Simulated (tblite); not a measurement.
Parent: `[CH3:1][CH:2]([CH3:3])[NH:4][SiH2:5][NH:6][SiH3:7]` with C1–C2–N4–Si5 154°, C2–N4–Si5–N6 -176°, N4–Si5–N6–Si7 -167°, C3H14N2Si2.

The geometries are computed with GFN2-xTB (gas phase). One conformer each, not checked by frequencies here.

| coordinate of the parent | value |
| --- | --- |
| C1–C2 | 1.529 Å |
| C2–C3 | 1.530 Å |
| C2–N4 | 1.444 Å |
| N4–Si5 | 1.715 Å |
| Si5–N6 | 1.731 Å |
| N6–Si7 | 1.724 Å |
| C1–C2–C3 | 110.7° |
| C1–C2–N4 | 109.7° |
| C3–C2–N4 | 112.0° |
| C2–N4–Si5 | 123.4° |
| N4–Si5–N6 | 103.6° |
| Si5–N6–Si7 | 127.6° |

Problem. How does the shared frame change in `[CH3:1][CH:2]([CH3:3])[NH:4][SiH2:5][NH:6][SiH2:7][C:8]#[N:9]` with C1–C2–N4–Si5 -149°, C2–N4–Si5–N6 55°, N4–Si5–N6–Si7 -172°, Si5–N6–Si7–C8 -69°, C4H13N3Si2? Atoms pair as C1 = C1, C2 = C2, C3 = C3, N4 = N4, Si5 = Si5, N6 = N6, Si7 = Si7 (parent first).

Solution. 
```
    parent    relative  value in the relative  change
     C1–C2       C1–C2                1.529 Å   0.000
     C2–C3       C2–C3                1.530 Å   0.000
     C2–N4       C2–N4                1.448 Å  +0.004
    N4–Si5      N4–Si5                1.715 Å   0.000
    Si5–N6      Si5–N6                1.742 Å  +0.011
    N6–Si7      N6–Si7                1.720 Å  -0.004
  C1–C2–C3    C1–C2–C3                 110.7°     0.0
  C1–C2–N4    C1–C2–N4                 109.6°    -0.1
  C3–C2–N4    C3–C2–N4                 111.8°    -0.2
 C2–N4–Si5   C2–N4–Si5                 124.6°    +1.2
 N4–Si5–N6   N4–Si5–N6                 104.3°    +0.7
Si5–N6–Si7  Si5–N6–Si7                 128.7°    +1.1
```

Of the parent's bonds, Si5–N6 changes most (+0.011 Å). Bonds of the relative outside the shared frame: Si7–C8 1.875, C8≡N9 1.146 Å. Point group C1 → C1.
